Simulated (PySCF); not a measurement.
**Polarisability and C₆ of Ga (gallium, neutral)**

[Ar] 3d10 4s2 4p1, 2P determinant. Calculation: PySCF 2.14, in aug-cc-pV5Z-PP with ECP10MDF (8s7p6d4f3g2h, 136 functions); a scalar-relativistic core potential. Coupled (time-dependent) response in atomic units; α is the mean over directions.

| method | mean α (bohr³) | α xx, yy, zz | C₆ (like pair) | S(−4) |
| --- | --- | --- | --- | --- |
| UHF | 57.37 | 45.50, 81.12, 45.50 | 501.9 | 2004 |
| PBE | 64.47 | 47.15, 99.12, 47.15 | 541.2 | 3576 |

S(−4) is the Cauchy moment in α(ω) = α(0) + S(−4) ω² + …

Reference α: 50 ± 3 bohr³ (recommended; Schwerdtfeger and Nagle, table of static dipole polarizabilities (2023 update)). Published C₆: 498.0 (Chu and Dalgarno (2004); Tang, Norbeck and Certain (1976)).

Spin-orbit coupling is absent.

α(iu) at PBE:

| u (hartree) | α(iu) (bohr³) |
| --- | --- |
| 0 | 64.47 |
| 0.0500 | 57.16 |
| 0.100 | 44.90 |
| 0.200 | 27.83 |
| 0.300 | 18.57 |
| 0.500 | 9.845 |
| 0.750 | 5.572 |
| 1.00 | 3.674 |
| 1.50 | 2.044 |
| 2.00 | 1.350 |
| 3.00 | 0.7451 |
| 5.00 | 0.3349 |

The components differ because the open shell of this determinant is not spherical; for a pure term their mean is the scalar polarisability.

Energies and moments cover only the electrons outside the core potential.
